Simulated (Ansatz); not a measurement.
C2H7BN2 (`BCC(=N)N`), relaxed with RKS PBE-D4/def2-SVP in Ansatz 0.2.0 from a rough embedded geometry. The force threshold is 0.03 eV/Å; the program also tests the step.

Total charge 0; spin multiplicity 1.

Start:

```xyz
12

B    -1.011   -0.974    1.129
C     0.231   -0.102    0.994
C     0.248    0.543   -0.353
N    -0.214    1.842   -0.483
N     0.782   -0.122   -1.501
H    -1.265   -1.611    2.137
H    -1.849   -1.061    0.260
H     1.124   -0.691    1.114
H     0.227    0.671    1.851
H    -0.225    2.261   -1.375
H     0.800    0.318   -2.403
H     1.152   -1.074   -1.369
```

| step | energy (eV) | largest force (eV/Å) | largest move (Å) |
| --- | --- | --- | --- |
| 1 | -5831.0520 | 5.649 | 0.000 |
| 2 | -5831.6450 | 1.976 | 0.125 |
| 3 | -5831.7292 | 0.723 | 0.091 |
| 4 | -5831.7418 | 0.183 | 0.023 |
| 5 | -5831.7436 | 0.168 | 0.034 |
| 6 | -5831.7463 | 0.106 | 0.057 |
| 7 | -5831.7476 | 0.086 | 0.021 |
| 8 (rejected) | -5831.7358 | 1.023 | 0.163 |
| 9 | -5831.7502 | 0.120 | 0.058 |
| 10 | -5831.7503 | 0.151 | 0.034 |
| 11 | -5831.7513 | 0.098 | 0.032 |
| 12 | -5831.7519 | 0.058 | 0.016 |
| 13 | -5831.7523 | 0.018 | 0.009 |

End:

```xyz
12

B    -1.019   -1.039    1.110
C     0.205   -0.084    0.928
C     0.287    0.665   -0.382
N    -0.148    1.879   -0.437
N     0.848   -0.065   -1.418
H    -1.167   -1.622    2.171
H    -1.838   -1.216    0.225
H     1.147   -0.637    1.160
H     0.120    0.666    1.749
H    -0.069    2.250   -1.400
H     0.731    0.284   -2.370
H     0.901   -1.080   -1.337
```

Hardware: 4 threads of an Arm Neoverse V1 on a shared host. Wall time 15 s, peak host memory 0.14 GiB.
